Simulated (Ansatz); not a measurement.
The cluster HfSi2, relaxed as a singlet with RKS PBE-D4/def2-TZVP in Ansatz, starting from the GFN2-xTB geometry. Force threshold 0.02 eV/Å.

In the def2 sets Hf takes a core potential; there is no spin–orbit coupling. The structure comes from a short search, and lower isomers may exist.

Start:

Cartesian coordinates in Å:
```
Hf -0.648 1.164 -0.256
Si 1.508 0.178 0.585
Si -0.861 -1.342 -0.329
```

Question: Estimate the energy that the relaxation releases and the steps that it takes.

Answer: 0.58 eV, in 6 steps; 4.1 s on 4 threads of Arm Neoverse V2 on a shared host. No frequencies were taken in this run, so the end may be a saddle point.

Question: Does the start keep its bonding and symmetry?

Answer: Bonds formed: Si2–Si3 (atoms count from 1). The end is the same structure that another start reached, the lowest one found. Point group C2v at the start, C2v at the end, both within 0.05 Å.

Question: Predict the relaxed structure.

Answer: 
```xyz
3

Hf   -0.687    1.234   -0.272
Si    1.304   -0.001    0.506
Si   -0.617   -1.233   -0.234
```
Bond lengths: 2 × Hf–Si 2.47 Å; 1 × Si–Si 2.40 Å.
